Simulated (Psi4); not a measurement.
Psi4 input (wB97X-D/6-311+G**):

```
memory 1500 MB

molecule {
1 1
C     2.34997400    0.66136200    0.19455500
Si    1.05027700   -0.36171800   -0.60573100
O    -0.53816900    0.44299200   -0.27443600
Si   -1.92858500   -0.23134500    0.62693300
H     2.40239300    1.66283800   -0.23716300
H     2.19464900    0.74315900    1.27130600
H     3.32175500    0.18595300    0.03112500
H     1.07240200   -0.40974200   -2.07344200
H     0.74841500   -1.65542000    0.02411200
H    -0.67924100    1.31610900   -0.67161700
H    -2.35857500   -1.38172000   -0.17387500
H    -2.85173500    0.90909500    0.63333800
H    -1.34824900   -0.57950200    1.92754500
symmetry c1
no_reorient
no_com
}

set {
  basis 6-311+G**
  reference rks
  scf_type df
  df_basis_scf def2-universal-jkfit
  dft_radial_points 99
  dft_spherical_points 590
  e_convergence 1e-8
  d_convergence 1e-7
  maxiter 150
}

e = energy('wb97x-d')
print_out(f'\nFINAL {e:.10f} DIPOLE {variable("CURRENT DIPOLE")[0]:.6f} {variable("CURRENT DIPOLE")[1]:.6f} {variable("CURRENT DIPOLE")[2]:.6f}\n')
```

From the output:

```
      77A      0.649052    78A      0.727924    79A      0.737074
      80A      0.744331    81A      0.747030    82A      0.760394
      83A      0.775135    84A      0.816354    85A      0.931982
      86A      0.951014    87A      0.982364    88A      1.007723
      89A      1.060535    90A      1.086833    91A      1.122247
      92A      1.152639    93A      1.169186    94A      1.173112
      95A      1.183732    96A      1.216370    97A      1.270909
      98A      1.332205    99A      1.348786   100A      1.382999
     101A      1.407481   102A      1.424163   103A      1.461767
     104A      1.479059   105A      1.506322   106A      1.527018
     107A      1.544251   108A      1.547064   109A      1.563488
     110A      1.612774   111A      1.645044   112A      1.699532
     113A      1.716333   114A      1.787228   115A      1.828561
     116A      1.889357   117A      1.894698   118A      1.990739
     119A      2.025610   120A      2.034309   121A      2.049160
     122A      2.117015   123A      2.169144   124A      2.374524
     125A      2.391067   126A      2.432293   127A      2.447409
     128A      2.470733   129A      2.487790   130A      2.504332
     131A      2.545470   132A      2.570492   133A      2.584272
     134A      2.643833   135A      2.741356   136A      2.777072
     137A      2.915630   138A      2.959544   139A      3.017597
     140A      3.187823   141A      3.673229   142A      3.684110
     143A      3.706995   144A      4.865408   145A      4.969933
     146A      5.330351   147A      5.563042   148A      5.621364
     149A     11.281102   150A     11.324783   151A     11.354944
     152A     11.359249   153A     11.380566   154A     11.423655
     155A     23.899198   156A     49.768414   157A    141.080518
     158A    141.141885

    Final Occupation by Irrep:
              A
    DOCC [    25 ]
    NA   [    25 ]
    NB   [    25 ]

  @DF-RKS Final Energy:  -697.53228748870913

   => Energetics <=

    Nuclear Repulsion Energy =            232.4541574106637540
    One-Electron Energy =               -1415.2663188600208741
    Two-Electron Energy =                 527.3668259474117121
    DFT Exchange-Correlation Energy =     -42.0818482950427750
    Empirical Dispersion Energy =          -0.0051036917210181
    VV10 Nonlocal Energy =                  0.0000000000000000
    Total Energy =                       -697.5322874887091302

Computation Completed

Properties will be evaluated at   0.000000,   0.000000,   0.000000 [a0]

Properties computed using the SCF density matrix

 Multipole Moments:

 ------------------------------------------------------------------------------------
     Multipole            Electronic (a.u.)      Nuclear  (a.u.)        Total (a.u.)
 ------------------------------------------------------------------------------------

 L = 1.  Multiply by 2.5417464519 to convert [e a0] to [Debye]
 Dipole X            :         -0.4165890           -0.0000113           -0.4166003
 Dipole Y            :          0.4314456           -0.0000076            0.4314381
 Dipole Z            :         -0.1359509           -0.0000019           -0.1359528
 Magnitude           :                                                    0.6149616

 ------------------------------------------------------------------------------------

FINAL -697.5322874887 DIPOLE -0.416600 0.431438 -0.135953

*** Psi4 exiting successfully. Buy a developer a beer!
```

The dipole moment of an ion depends on the origin.

The geometry given is a B3LYP-D3(BJ)/def2-TZVP minimum.
